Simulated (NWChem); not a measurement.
Program: NWChem. System: AlCl, charge 0, spin multiplicity 1, displaced from the optimised geometry. The structure started from a generated list of species. Level: PBE0/def2-TZVP.

Output (cleaned and shortened):

```
             Northwest Computational Chemistry Package (NWChem) 7.3.0
             --------------------------------------------------------

                                NWChem Input Module
                                -------------------

 Scaling coordinates for geometry "geometry" by  1.889725989
 (inverse scale =  0.529177249)

 Turning off AUTOSYM since
 SYMMETRY directive was detected!

                             Geometry "geometry" -> ""
                             -------------------------

 Output coordinates in angstroms (scale by  1.889725989 to convert to a.u.)

  No.       Tag          Charge          X              Y              Z
 ---- ---------------- ---------- -------------- -------------- --------------
    1 Al                  13.0000     0.00000000     0.00000000    -1.24978200
    2 Cl                  17.0000     0.00000000     0.00000000     0.95571600

 Effective nuclear repulsion energy (a.u.)      53.0257438587

            Nuclear Dipole moment (a.u.)
            ----------------------------
        X                 Y               Z
 ---------------- ---------------- ----------------
     0.0000000000     0.0000000000     0.0000113384

      Symmetry information
      --------------------

 Group name             C2v
 Group number             16
 Group order               4
 No. of unique centers     2

      Symmetry unique atoms

     1    2


 Summary of "ao basis" -> "" (spherical)
 ------------------------------------------------------------------------------
       Tag                 Description            Shells   Functions and Types
 ---------------- ------------------------------  ------  ---------------------
 *                         def2-tzvp                  on all atoms

                                 NWChem DFT Module
                                 -----------------

 Summary of "ao basis" -> "ao basis" (spherical)
 ------------------------------------------------------------------------------
       Tag                 Description            Shells   Functions and Types
 ---------------- ------------------------------  ------  ---------------------
 Al                        def2-tzvp                13       37   5s5p2d1f
 Cl                        def2-tzvp                13       37   5s5p2d1f

 Summary of "ao basis" -> "ao basis" (spherical)
 ------------------------------------------------------------------------------
       Tag                 Description            Shells   Functions and Types
[...]
     L   x y z        total         alpha         beta         nuclear
     -   - - -        -----         -----         ----         -------
     0   0 0 0     -0.000000    -15.000000    -15.000000     30.000000

     1   1 0 0     -0.000000     -0.000000     -0.000000      0.000000
     1   0 1 0     -0.000000     -0.000000     -0.000000      0.000000
     1   0 0 1     -0.749878     -0.374945     -0.374945      0.000011

     2   2 0 0    -17.915748     -8.957874     -8.957874      0.000000
     2   1 1 0     -0.000000     -0.000000     -0.000000      0.000000
     2   1 0 1      0.000000      0.000000      0.000000      0.000000
     2   0 2 0    -17.915748     -8.957874     -8.957874      0.000000
     2   0 1 1     -0.000000     -0.000000     -0.000000      0.000000
     2   0 0 2    -20.201259    -74.081778    -74.081778    127.962297

            General Information
            -------------------
          SCF calculation type: DFT
          Wavefunction type:  closed shell.
          No. of atoms     :     2
          No. of electrons :    30
           Alpha electrons :    15
            Beta electrons :    15
          Charge           :     0
          Spin multiplicity:     1
          Use of symmetry is: on ; symmetry adaption is: on
          Maximum number of iterations: 100
          This is a Direct SCF calculation.
          AO basis - number of functions:    74
                     number of shells:    26
          Convergence on energy requested:  1.00D-06
          Convergence on density requested:  1.00D-05
          Convergence on gradient requested:  5.00D-04

              XC Information
              --------------
                         PBE0 Method XC Functional
                     Hartree-Fock (Exact) Exchange  0.250
          PerdewBurkeErnzerhof Exchange Functional  0.750
            Perdew 1991 LDA Correlation Functional  1.000 local
           PerdewBurkeErnz. Correlation Functional  1.000 non-local

             Grid Information
             ----------------
          Grid used for XC integration:  medium
          Radial quadrature: Mura-Knowles
          Angular quadrature: Lebedev.
          Tag              B.-S. Rad. Rad. Pts. Rad. Cut. Ang. Pts.
          ---              ---------- --------- --------- ---------
          Al                  1.25       88           8.0       590
          Cl                  1.00       88           9.0       590
          Grid pruning is: on
          Number of quadrature shells:   176
          Spatial weights used:  Erf1

          Convergence Information
          -----------------------
          Convergence aids based upon iterative change in
          total energy or number of iterations.
          Levelshifting, if invoked, occurs when the
          HOMO/LUMO gap drops below (HL_TOL):  1.00D-02
          DIIS, if invoked, will attempt to extrapolate
          using up to (NFOCK): 10 stored Fock matrices.

                    Damping( 0%)  Levelshifting(0.5)       DIIS
                  --------------- ------------------- ---------------
          dE  on:    start            ASAP                start
          dE off:    2 iters        100 iters           100 iters

      Screening Tolerance Information
      -------------------------------
          Density screening/tol_rho:  1.00D-10
          AO Gaussian exp screening on grid/accAOfunc:  14
          CD Gaussian exp screening on grid/accCDfunc:  20
          XC Gaussian exp screening on grid/accXCfunc:  20
          Schwarz screening/accCoul:  1.00D-08

                            NWChem DFT Gradient Module
                            --------------------------

  charge          =   0.00
  wavefunction    = closed shell

  Using symmetry

                         DFT ENERGY GRADIENTS

    atom               coordinates                        gradient
                 x          y          z           x          y          z
   1 Al      0.000000   0.000000  -2.361746    0.000000   0.000000  -0.012802
   2 Cl      0.000000   0.000000   1.806041    0.000000   0.000000   0.012802

                 ----------------------------------------
                 |  Time  |  1-e(secs)   |  2-e(secs)   |
                 ----------------------------------------
                 |  CPU   |       0.00   |       2.97   |
                 ----------------------------------------
                 |  WALL  |       0.00   |       2.97   |
                 ----------------------------------------

 Task  times  cpu:        5.8s     wall:        5.8s

 Total times  cpu:        5.8s     wall:        5.8s
```

### Question
Write an NWChem input that would produce this output.

### Answer
This is not unique; one that fits is 
```
start mol
memory heap 200 mb stack 900 mb global 1100 mb
geometry units angstroms nocenter noautoz
  Al     0.000000     0.000000    -1.249782
  Cl     0.000000     0.000000     0.955716
  symmetry group C2v
end
basis spherical
  * library def2-tzvp
end
dft
  xc pbe0
  iterations 100
  direct
end
task dft gradient
```
